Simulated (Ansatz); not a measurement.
Compare A (`CC=C=C[SiH3]`) with its isomer B (`CC#CC[SiH3]`).

Program: Ansatz. Geometries: PBE0-D4/def2-TZVP. ΔE: electronic, gas phase. CCSD(T)/CBS adds triple-zeta CCSD(T) − MP2 to the extrapolated MP2 energy (def2 sets, frozen cores). Functionals use def2-TZVPP.

A:

```xyz
13

C     2.0960    0.9098    0.7502
C     0.7449    1.2720    0.2143
C    -0.3113    0.5155    0.2961
C    -1.3532   -0.2659    0.3424
Si   -1.7096   -1.4827   -1.0186
H     2.4267    1.6381    1.4962
H     2.0847   -0.0763    1.2141
H     2.8410    0.9057   -0.0507
H     0.6378    2.2387   -0.2744
H    -2.0236   -0.1981    1.1989
H    -1.7446   -2.8707   -0.4816
H    -0.6515   -1.3784   -2.0539
H    -3.0373   -1.2077   -1.6330
```

B:

```xyz
13

C     0.556    2.465    1.168
C     0.578    1.139    0.578
C     0.612    0.040    0.091
C     0.583   -1.280   -0.503
Si   -1.190   -1.773   -0.935
H     1.178    3.158    0.597
H     0.934    2.444    2.193
H    -0.460    2.869    1.194
H     1.189   -1.314   -1.414
H     0.998   -2.027    0.182
H    -1.759   -0.803   -1.904
H    -2.021   -1.787    0.295
H    -1.198   -3.131   -1.543
```

Question: Which is lower in electronic energy at CCSD(T)/CBS, and by how much? (Best estimate.)

Answer: Computed: B, by 0.2 kcal/mol. So small a gap doesn't settle the order.

Question: Give E(B) − E(A) in kcal/mol with CCSD/def2-TZVPP, r2SCAN-D4, CCSD(T)/def2-SVP, PBE0-D4, BLYP-D4, CCSD(T)/def2-TZVPP, MP2/def2-TZVPP. (Estimate.)

Answer: Ansatz gave: CCSD/def2-TZVPP -0.5, r2SCAN-D4 2.8, CCSD(T)/def2-SVP 0.0, PBE0-D4 1.7, BLYP-D4 3.6, CCSD(T)/def2-TZVPP 0.0, MP2/def2-TZVPP -3.0. The order is the other way round with r2SCAN-D4, PBE0-D4, BLYP-D4.

Largest T1 diagnostic: 0.012.

Leaving LDA and LC-ωPBE aside and taking each functional with its dispersion term where it has one, the values, not all of them listed here, spread over 4.5 kcal/mol, from PBE-QIDH to BLYP-D4. From PBE to PBE0 (25 % exact exchange), in def2-TZVPP and without D4, E(B) − E(A) moves by −1.3 kcal/mol.
